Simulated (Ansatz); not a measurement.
```yaml
crystal:
  periodic: [false, false, false]
  atoms:
    - {symbol: N, position_ang: [-1.540107, 0.254188, -0.750317]}
    - {symbol: C, position_ang: [-0.389568, 0.091452, -0.201570]}
    - {symbol: Al, position_ang: [0.835477, 1.657453, -0.132517]}
    - {symbol: Si, position_ang: [-0.008850, -1.633000, 0.474955]}
    - {symbol: H, position_ang: [-1.670135, 1.215462, -1.091491]}
    - {symbol: H, position_ang: [0.184359, 2.946499, -0.797007]}
    - {symbol: H, position_ang: [2.288636, 1.644010, 0.503394]}
    - {symbol: H, position_ang: [-1.134117, -2.575637, 0.258157]}
    - {symbol: H, position_ang: [0.292409, -1.512782, 1.929311]}
    - {symbol: H, position_ang: [1.225098, -2.138644, -0.189915]}
basis:
  gaussian: {orbitals: def2-SVP}
magnetization: {spin_polarized: true, initial_magnetization: 6}
hamiltonian: {xc: {name: B2PLYP}}
output: {forces: true}
```

```sh
$ ansatz run in.yaml --threads 2 --pin off --events-out ev --progress --plain --max-ram 4352MiB
```

It prints (some lines left out):

```
Functional definition: B2PLYP
922 factors; integrals over basis functions are off by at most 1.2e-3 eV
mean field evaluation 1: about -17057.0733 eV, gradient 2.5e1 eV
mean field evaluation 2: about -17057.0755 eV, gradient 2.5e1 eV
mean field evaluation 4: about -17061.8228 eV, gradient 3.7e0 eV
mean field evaluation 8: about -17062.8073 eV, gradient 4.7e-1 eV
mean field evaluation 16: about -17062.8115 eV, gradient 2.0e-2 eV
mean field evaluation 32: about -17062.8117 eV, gradient 5.4e-6 eV
mean field -17062.81174989 eV, -627.0467662194 hartree, gradient 3.1e-6 eV, S^2 12.028009; 8 other end points of the search recorded, 0 dependent functions left out
12 core orbitals not correlated: weight in the atoms' cores, before any rotation towards them, 1.000 or more for the frozen orbitals, at most 0.000 for the correlated occupied ones
reference -17062.81194124 eV, -627.0467732511 hartree; 14, 8 occupied and 68, 74 virtual orbitals, 922 factors
second order -13.16862254 eV of doubles, -0.00000000 eV of singles
Total energy: -17066.36746932 eV, -627.1774364983 hartree
Atom 0 at    -1.540107     0.254188    -0.750317 Å, force    -6.638892     1.690428    -3.387044 eV/Å
Atom 1 at    -0.389568     0.091452    -0.201570 Å, force     5.523154    -5.909801     4.150986 eV/Å
Atom 2 at     0.835477     1.657453    -0.132517 Å, force     0.323098    -0.548578     0.303615 eV/Å
Atom 3 at    -0.008850    -1.633000     0.474955 Å, force     0.563539     0.156138     0.198088 eV/Å
Atom 4 at    -1.670135     1.215462    -1.091491 Å, force    -1.023092     0.831720    -0.692046 eV/Å
Atom 5 at     0.184359     2.946499    -0.797007 Å, force     0.072163     3.219823    -0.921873 eV/Å
Atom 6 at     2.288636     1.644010     0.503394 Å, force     1.219666     0.453746     0.395886 eV/Å
Atom 7 at    -1.134117    -2.575637     0.258157 Å, force    -0.018200     0.037132    -0.018909 eV/Å
Atom 8 at     0.292409    -1.512782     1.929311 Å, force    -0.037350     0.052084     0.046336 eV/Å
Atom 9 at     1.225098    -2.138644    -0.189915 Å, force     0.015914     0.017308    -0.075041 eV/Å
Dipole moment:    -0.311982    -0.204265    -0.075322 e Å
```

Q: What is wrong with this run?

A: The spin is set far too high for this molecule. The run converged. The result belongs to that input, not to the molecule as meant.
